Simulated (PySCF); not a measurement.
CCl3F, SMILES ClC(F)(Cl)Cl.

Geometry optimised at B3LYP-D3(BJ)/def2-SVP.

Calculation: PySCF with M06-2X/def2-TZVP.

The molecule is in vacuum.

```json
{
  "total_energy": "-1518.53674 hartree",
  "point_group": "C3v",
  "highest_occupied_level": "-10.57 eV",
  "lowest_empty_level": "-0.36 eV",
  "orbital_gap": "10.20 eV",
  "dipole_moment": "0.38 D",
  "quadrupole, principal values (traceless, Buckingham form, about the centre of nuclear charge)": "-2.15, 1.08, 1.08 D·Å",
  "mean_static_polarisability": "49.0 bohr³ (7.27 Å³)",
  "polarisability_principal_values": "38.4, 54.4, 54.4 bohr³"
}
```
